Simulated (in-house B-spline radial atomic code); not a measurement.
A fraction x of an electron is removed from 3p in Ca III (Ca2+), starting from [Ne] 3s2 3p6 and keeping the highest spin. Computed with an all-electron radial atomic-structure program (B-spline basis): non-relativistic M06-L, spin-polarised, spherical fractional occupations, point nucleus.

```json
{"x": "0", "E(x) - E(0) (eV)": "0.0000", "3p down level (eV)": "-43.706"}
{"x": "0.03", "E(x) - E(0) (eV)": "1.3181", "3p down level (eV)": "-44.166"}
{"x": "0.15", "E(x) - E(0) (eV)": "6.7287", "3p down level (eV)": "-46.013"}
{"x": "0.3", "E(x) - E(0) (eV)": "13.8049", "3p down level (eV)": "-48.339"}
{"x": "0.42", "E(x) - E(0) (eV)": "19.7178", "3p down level (eV)": "-50.212"}
{"x": "0.5", "E(x) - E(0) (eV)": "23.7848", "3p down level (eV)": "-51.465"}
{"x": "0.6", "E(x) - E(0) (eV)": "29.0099", "3p down level (eV)": "-53.037"}
{"x": "0.63", "E(x) - E(0) (eV)": "30.6081", "3p down level (eV)": "-53.510"}
{"x": "0.87", "E(x) - E(0) (eV)": "43.9056", "3p down level (eV)": "-57.307"}
{"x": "0.9", "E(x) - E(0) (eV)": "45.6320", "3p down level (eV)": "-57.783"}
{"x": "1", "E(x) - E(0) (eV)": "51.4897", "3p down level (eV)": "-59.373"}
```

The exact functional would give a straight line between the two integer points. Deviations E(x) - E(0) - x[E(1) - E(0)], in eV: -0.227 at x = 0.03, -0.995 at x = 0.15, -1.642 at x = 0.3, -1.908 at x = 0.42, -1.96 at x = 0.5, -1.884 at x = 0.6, -1.83 at x = 0.63, -0.89 at x = 0.87, -0.709 at x = 0.9.

The curve lies below the straight line by up to 1.96 eV (at x = 0.5): convex, the delocalisation error that favours fractional charges.

How well does Slater's transition state (minus the level at half occupation) give the ionisation energy?

It gives 51.465 eV against 51.490 eV from the two total energies; NIST lists 50.91 eV, ground level to ground level.
